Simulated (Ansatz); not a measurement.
Cartesian coordinates (Å):
SMILES: [SiH3]c1c(ccc(F)c1)C=C
```xyz
19

C      2.7861    -1.0059     0.0978
C      1.6772    -0.4404     0.5894
C      0.3607    -0.3747    -0.0614
C      0.0183    -1.2640    -1.0922
C     -1.2145    -1.2015    -1.7285
C     -2.1270    -0.2360    -1.3217
F     -3.3143    -0.1672    -1.9202
C     -1.8295     0.6524    -0.2973
C     -0.5872     0.5935     0.3468
Si    -0.2369     1.8470     1.7110
H      2.8135    -1.4755    -0.8898
H      3.7163    -1.0069     0.6701
H      1.7442     0.0351     1.5758
H      0.7287    -2.0375    -1.3917
H     -1.4848    -1.8956    -2.5263
H     -2.5858     1.3887    -0.0147
H      0.9421     2.7028     1.3787
H     -1.4460     2.7109     1.8555
H      0.0389     1.1747     3.0186
```
Charge 0, multiplicity 1.

Level of theory: frozen-core CCSD(T)/cc-pVDZ // PBE0-D3(BJ)/def2-SVP in Ansatz (a program for electronic structure). The restricted HF reference is unstable towards unrestricted orbitals.

| Item | Result |
|---|---|
| HF energy | -696.55325 Ha |
| MP2 correlation energy | -1.33005 Ha |

Problem. Estimate the CCSD correlation energy, the (T) correction, the total energy and the T1 diagnostic.

Solution. 
```json
{
  "CCSD correlation energy": "-1.39848 Ha",
  "(T) correction": "-0.05679 Ha",
  "CCSD(T) total energy": "-698.00853 Ha",
  "T1 diagnostic": "0.011"
}
```
